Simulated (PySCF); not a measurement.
An unknown gives this computed stick spectrum. Computed, not measured: TDDFT CAM-B3LYP/def2-SVPD, vertical, gas phase, core orbitals frozen in the response in PySCF 2.14.0, density-fitted response routines. Geometries: PBE0-D3(BJ)/def2-SVP, one conformer each. Relativistic effects are left out although some hold elements past zinc.

| state | E (eV) | f | main configurations (H = HOMO, L = LUMO) |
| --- | --- | --- | --- |
| S1 | 6.80 | 0.0016 | H-1→L (97%) |
| S2 | 7.30 | 0.441 | H→L (96%) |
| S3 | 7.39 | 0.0045 | H→L+1 (71%), H→L+2 (25%) |
| S4 | 8.00 | 0.038 | H→L+2 (66%), H→L+1 (25%) |
| S5 | 8.20 | 0.0070 | H→L+3 (89%) |
| S6 | 8.35 | 0.0036 | H-1→L+1 (84%), H-1→L+2 (13%) |
| S7 | 8.42 | 0.0002 | H-2→L (86%) |
| S8 | 8.54 | 0.0001 | H→L+6 (64%), H→L+5 (25%) |
| S9 | 8.64 | 0.0026 | H→L+4 (86%), H-1→L+2 (10%) |
| S10 | 8.68 | 0.037 | H→L+5 (65%), H→L+6 (21%) |

Question: Which candidate is it?
A. `C=[CH][GeH3]`
B. `[GeH3][C]#C`
C. `[BH2][GeH2][C]#C`

Answer: A. Its S1, at 6.80 eV, is the highest among the candidates; the nearest of the others has S1 at 6.11 eV. S1 is HOMO-1→LUMO (97%). Löwdin shares by element: HOMO carbon 72%, germanium 9%, hydrogen 4% or more; LUMO carbon 69%, germanium 9%, hydrogen 6% or more (atoms not listed hold the other 16%). At the same level the other candidates give, for their lowest levels:
- `[H][Ge]([H])([H])[C]#C`: 6.11 eV (f 0.000); 6.37 eV (f 0.002 summed over 2 states); 7.59 eV (f 0.002 summed over 2 states); 8.24 eV (f 0.024 summed over 2 states); 8.58 eV (f 0.118 summed over 2 states); T1 5.00 eV; HOMO -9.50, LUMO 0.87 eV
- `[BH2][GeH2][C]#C`: 4.07 eV (f 0.007); 5.18 eV (f 0.003); 5.50 eV (f 0.001); 5.80 eV (f 0.009); 6.16 eV (f 0.002); T1 3.35 eV; HOMO -9.13, LUMO -1.44 eV
Triplets come from the Tamm–Dancoff approximation.
